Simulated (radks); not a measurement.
Ionisation of the tin ion Sn3+, [Kr] 4d10 5s1, to [Kr] 4d10 as the strength of local exchange is varied. Method: Dirac Kohn-Sham, Slater X-alpha exchange (alpha = 2/3 is LDA exchange), no correlation, spin-unpolarised, spherical densities, finite nucleus; Fermi nuclear charge, rms radius 4.6519 fm; computed with a radial shooting solver on a logarithmic mesh with Libxc functionals.

| alpha | E(Sn3+) (hartree) | exchange (hartree) | IE (eV) | -e of the level emptied (eV) | <r> of it (bohr) |
|---|---|---|---|---|---|
| 0.642 | -6161.21150 | -148.46569 | 39.959 | 34.840 (5s1/2) | 2.132 |
| 0.667 | -6166.99547 | -154.38552 | 40.261 | 35.142 (5s1/2) | 2.124 |
| 0.748 | -6185.77117 | -173.63685 | 41.245 | 36.131 (5s1/2) | 2.097 |
| 0.843 | -6207.86140 | -196.35382 | 42.410 | 37.303 (5s1/2) | 2.068 |
| 0.86 | -6211.82229 | -200.43469 | 42.619 | 37.515 (5s1/2) | 2.063 |
| 0.885 | -6217.65147 | -206.44465 | 42.928 | 37.826 (5s1/2) | 2.055 |
| 0.905 | -6222.31854 | -211.26005 | 43.175 | 38.076 (5s1/2) | 2.049 |

NIST Atomic Spectra Database: 40.74 eV (measured). The Delta-SCF value meets it near alpha = 0.71. Spin polarisation and multiplet splitting are left out, so open shells lie too high by an amount that depends on their filling.

Beside tabulated values, note that spin-unpolarised runs miss the spin-polarisation part of the exchange energy of open shells.
